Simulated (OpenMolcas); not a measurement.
## What dynamic correlation does to the levels of Mo

```yaml
Program: OpenMolcas 26.06
Basis: ANO-R3 [8s6p5d3f2g1h]
Scalar_Hamiltonian: X2C, finite nucleus
Active_space: 6 electrons in 6 orbitals (4d 5s)
State_averaging: 2S+1 = 7 even, 1 root; 2S+1 = 5 even, 23 roots kept (CI in the orbitals of an earlier block); 2S+1 = 3 even, 30 roots kept (CI in the orbitals of an earlier block); 2S+1 = 1 even, 1 root kept (CI in the orbitals of an earlier block, 0 in the spin-orbit step)
Spin-orbit_coupling: state interaction with AMFI integrals over the reference wave functions, term energies averaged over their components
```

Methods on the same reference wave functions:
A. CASSCF
B. SS-CASPT2, IPEA 0.25 Eh, imaginary shift 0.1 Eh (closed shells correlated: 4s 4p)
C. MS-CASPT2, IPEA 0.25 Eh, imaginary shift 0.1 Eh (closed shells correlated: 4s 4p)

Energies in cm⁻¹ above 4d⁵ 5s ⁷S₃, the measured ground level; measured values from NIST Handbook of Basic Atomic Spectroscopic Data.

| Level | A | B | C | Measured |
| --- | --- | --- | --- | --- |
| 4d⁵ 5s ⁷S₃ | 0.0 | 0.0 | 0.0 | 0.0 |
| 4d⁵ 5s ⁵S₂ [72 %] | 16652 | 9990 | 9970 | 10768 |
| 4d⁴ 5s² ⁵D₀ | 20772 | 11600 | 9630 | 10966 |
| 4d⁴ 5s² ⁵D₁ | 20851 | 11680 | 9760 |  |
| 4d⁴ 5s² ⁵D₂ [61 %] | 21010 | 11850 | 10050 |  |
| 4d⁴ 5s² ⁵D₃ | 21254 | 12100 | 10420 |  |
| 4d⁴ 5s² ⁵D₄ | 21613 | 12440 | 10940 |  |
| 4d⁵ 5s ⁵G₄ | 22751 | 17880 | 17880 |  |
| 4d⁵ 5s ⁵G₅ | 22751 | 17880 | 17880 |  |
| 4d⁵ 5s ⁵G₃ | 22751 | 17880 | 17880 |  |
| 4d⁵ 5s ⁵G₆ | 22751 | 17880 | 17880 |  |
| 4d⁵ 5s ⁵G₂ | 22751 | 17880 | 17880 | 16641 |
| 4d⁵ 5s ⁵P₁ | 25958 | 20380 | 19990 |  |

Deviations, from unrounded energies. A percentage is the sum of absolute deviations over the sum of measured energies, with the sign that they share, or ± where signs differ.

| Against measurement | Levels | A | B | C |
| --- | --- | --- | --- | --- |
| mean absolute deviation (cm-1) | 3 | 7300 | 880 | 1100 |
| other terms of the ground configuration (%) | 2 | +43.8 | ±7.4 | ±7.5 |
| other configurations (%) | 1 | +89.4 | +5.7 | -12.2 |

B lies closest to measurement on these levels and A furthest from it. The largest miss of B in the table is 4d⁵ 5s ⁵G₂, by +1200 cm-1. The ranking rests on the paired levels alone, and a cruder setting can come out closer through cancelling errors.

Between B and C the level of the table that moves most is 4d⁴ 5s² ⁵D₀, by 2000 cm-1 (lowest in C, highest in B). Moves below CASPT2's spread within the term are not significant.

The mean deviations of B to C differ by less than CASPT2's widest spread within a term (630 cm-1), so their order carries little weight.

From A to B the spin-free energies of the other terms of 4d⁵ 5s shown, above ⁷S, scale by factors of 0.60 to 0.78.

The lowest spin-free term lies below A's lowest term by 0.436 hartree in B, 0.436 hartree in C.

CASPT2 does not keep the components of a term degenerate, so their means are used; among the terms shown or strongly mixed into the levels shown the widest spread is 630 cm-1 (4d⁵ 5s ⁵G, C). Some high roots are left out of the spin-orbit mixing, which shifts the levels that they would mix with. Terms from blocks run as CI alone lack orbitals of their own. Configurations are named by rounded mean occupations; where the s occupation lies near a half they are strongly mixed, a name can repeat and a true partner stay unpaired. A single d shell beside an s shell can misplace configurations of different d count against each other. Without dynamic correlation excited terms often stand tens of per cent too high (terms of higher spin than the ground term too low), and those without a measured partner can miss by more than the paired ones (holds for A). Measured partners are found by configuration, term and J. A level has none where our copy of the source lacks it or the pairing is in doubt (some pairs that miss far off the trend of their configuration count as doubtful), and it then counts in no deviation. Only configurations of the active space appear. Levels that lie high or do not pair safely by name in every column are left out.

A share in square brackets marks a mixed level and gives the weight of the term that names it, the lowest over the columns.
